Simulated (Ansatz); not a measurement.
# One elementary step

Start structure (Si$_{3}$N$_{2}$H$_{11}$O, doublet), relaxed at PBE0-D4/def2-TZVP:

```csv
atom,x (Å),y (Å),z (Å)
Si1,0.2463,-0.0803,0.8494
N2,0.9306,-0.6528,-0.6173
Si3,0.2499,-0.5221,-2.2004
N4,-0.9604,1.0875,0.4565
Si5,-2.5700,1.2485,1.0730
H6,-0.4571,-1.1178,1.6685
H7,3.0780,-0.3698,1.3981
O8,3.5192,-1.0421,0.8652
H9,1.8712,-1.0229,-0.5319
H10,0.1429,0.8915,-2.6620
H11,1.1356,-1.2534,-3.1433
H12,-1.1178,-1.1032,-2.2470
H13,-0.6460,1.8376,-0.1463
H14,-2.7188,2.4442,1.9477
H15,-2.8713,0.0276,1.8586
H16,-3.5452,1.3870,-0.0424
H17,3.7128,-1.7593,1.4735
```

The step: Si₃N₂H₉ ([SiH3][NH][SiH][NH][SiH3]) + H₂O → Si₂NH₆O ([OH][SiH][NH][SiH3]) + SiNH₅ ([NH2][SiH3]); bonds formed: Si1–O8, N2–H7; bonds broken: Si1–N2, H7–O8. Program: Ansatz 0.2.0. Basis: def2-TZVPP and def2-QZVPP. Cores are frozen in the correlated methods; orbitals are unrestricted. Extrapolation: Hartree–Fock as exp(−7.88 √X), correlation as X^−2.97. Energies below are by CCSD(T) at an estimated basis limit (MP2 extrapolated from triple and quadruple zeta, plus CCSD(T) − MP2 in triple zeta).

**Question.** What are the electronic barrier and the energy of the step, from the start structure to the end structure? (To be estimated.)

**Answer.** By the calculation: Barrier 1.046 eV; step energy -0.286 eV (downhill); reverse barrier, their difference, 1.332 eV. Barrier and step energy count from the start structure, the reverse barrier from the end structure.

The saddle point: One imaginary mode of 1180i cm⁻¹.
```csv
pair,start (Å),saddle (Å),end (Å)
Si1–O8,3.41,2.00,1.67
N2–H7,2.96,1.27,1.01
Si1–N2,1.72,1.89,3.61
H7–O8,0.96,1.23,2.14
```

Zero-point energy (harmonic, PBE0-D4): ZPE is 3.130 eV at the start and 3.084 eV at the saddle, so the barrier goes from 1.046 to 1.000 eV.

No T1 diagnostic of these runs exceeds 0.014. ⟨S²⟩ of the unrestricted Hartree–Fock references: 0.75 to 0.76 (a pure state has 0.75).

The step is the kind of ligand exchange by which a precursor binds to a hydroxyl group, or is hydrolysed, in atomic layer deposition of oxides. Here a small cluster stands in for the surface site.

Labels in which every atom is bracketed show which atoms are joined, not bond orders.

For scale, one of the runs: CCSD(T)/def2-TZVPP, 373 basis functions, launched by `ansatz run in.yaml --threads 4 --pin off --events-out ev --progress --plain --max-ram 63488MiB --backend cuda --devices 0, --max-vram 37GiB`. Hardware: 4 CPU threads of an AMD EPYC 7R13 and a share of one NVIDIA H100, shared host. Wall time 56 s; peak host memory 0.91 GiB.
